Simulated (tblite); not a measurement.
Compound: C₃H₁₀GeOSi₂.
Structure used (GFN2-xTB), in Å, numbered top down from 1:
```
atom  x, y, z in Å
O1     0.6743   -2.1552    2.0082
Si2    0.7860   -1.3013    0.6225
C3    -0.8865   -0.6904    0.0838
C4    -1.9665   -0.2608   -0.2564
Ge5   -3.6430    0.4171   -0.8070
C6     1.8716    0.2503    0.7970
Si7    2.3141    1.1087   -0.8360
H8     0.3277   -1.7836    2.8144
H9     1.3064   -2.3194   -0.2794
H10   -3.4634    1.7879   -1.3697
H11   -4.5631    0.4868    0.3671
H12   -4.2308   -0.4782   -1.8452
H13    1.3664    0.9734    1.4407
H14    2.7936   -0.0219    1.3127
H15    1.0932    1.4802   -1.5520
H16    3.1143    0.2031   -1.6645
H17    3.0986    2.3155   -0.5472
```

Calculated harmonic vibrations of the isolated species, GFN2-xTB (tblite), most abundant isotopes, no scaling. The method is semi-empirical: single wavenumbers can be off by several per cent or more. Modes of hydrogen on germanium and silicon can be 10 to 20 % off. One conformer, not necessarily the lowest. The optimisation stopped once no atom felt more than 0.01 eV/Å.

Lowest wavenumbers of the output (negative numbers stand for imaginary wavenumbers):
```
mode    cm-1
  1     -25.6
  2      24.2
  3      59.6
  4      77.9
  5     111.3
  6     126.2
  7     169.2
  8     186.2
  9     221.9
 10     246.3
```

Q: Is this structure a minimum?

A: Not by this Hessian. 1 mode is imaginary beyond 20i (26i cm⁻¹), so at this level the point lies at or near a first-order saddle. The curvature is small, so loose convergence or finite differences may be the whole cause.

Q: Which atoms move in the imaginary mode?

A: 26i: H12 (Ge–H hydrogen) 33 %, H11 (Ge–H hydrogen) 33 %, H10 (Ge–H hydrogen) 33 %. These are shares of the mass-weighted motion.

Q: What is the remedy?

A: Step along that mode in both directions, optimise again with tighter thresholds and repeat the frequencies. The zero-point energy of this point (65.4 kcal/mol) counts the 44 real modes alone, and thermal corrections from it aren't those of a minimum.
